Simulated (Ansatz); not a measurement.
Job for Ansatz (a program for electronic structure): R-B97M-V/def2-TZVPPD on C2H2F2O (a complex). Files ending in .json are basis or fitting sets from the Basis Set Exchange.

Ansatz 0.2 input:
```yaml
crystal:
  periodic: [false, false, false]
  atoms:
    - {symbol: C, position_ang: [-0.17680255, -0.23297362, 0.83872773]}
    - {symbol: O, position_ang: [0.38232172, 0.22978168, -0.01998631]}
    - {symbol: F, position_ang: [1.38340158, -0.13233627, 3.71442610]}
    - {symbol: C, position_ang: [0.15468555, 0.26763890, 4.14804426]}
    - {symbol: F, position_ang: [-0.10896483, 1.49444345, 3.61587292]}
    - {symbol: H, position_ang: [0.18090215, 0.35755680, 5.23510261]}
    - {symbol: H, position_ang: [-0.59112873, -0.43864932, 3.78325655]}
basis:
  gaussian:
    orbitals: def2-TZVPPD.json
hamiltonian:
  xc: {name: B97M-V}
scf: {lower_state_search: off}
```

The log:

```
WARN ansatz: RAYON_NUM_THREADS=1 ignored (pool sized by the plan → 1); use --threads N
Functional definition: B97M-V
these checks for a lower state are left out or cut short: stability, starts, cluster_reference, orbital_swaps, neighbouring_geometries, increment
integrals: 0.13 GiB planned
1044 factors; their error is unknown
mean field: 1.06 GiB planned
mean field evaluation 1: about -9584.8986 eV, gradient 4.6e1 eV
mean field evaluation 2: about -9578.2412 eV, gradient 7.7e1 eV
mean field evaluation 4: about -9588.2357 eV, gradient 3.8e0 eV
mean field evaluation 8: about -9588.2380 eV, gradient 4.7e-1 eV
mean field evaluation 16: about -9588.2383 eV, gradient 1.1e-4 eV
mean field -9588.23827130 eV, -352.3612573291 hartree, gradient 4.2e-6 eV, S^2 0.000000; 0 other end points of the search recorded, 0 dependent functions left out
reference -9588.23835259 eV, -352.3612603162 hartree; 20, 20 occupied and 208, 208 virtual orbitals, 1044 factors
Total energy: -9588.23835259 eV, -352.3612603162 hartree
Checks for a lower state left out: stability, starts, cluster_reference, orbital_swaps, neighbouring_geometries, increment
```

The calculation finished and met its thresholds.

Cost: very roughly 8 core-seconds.
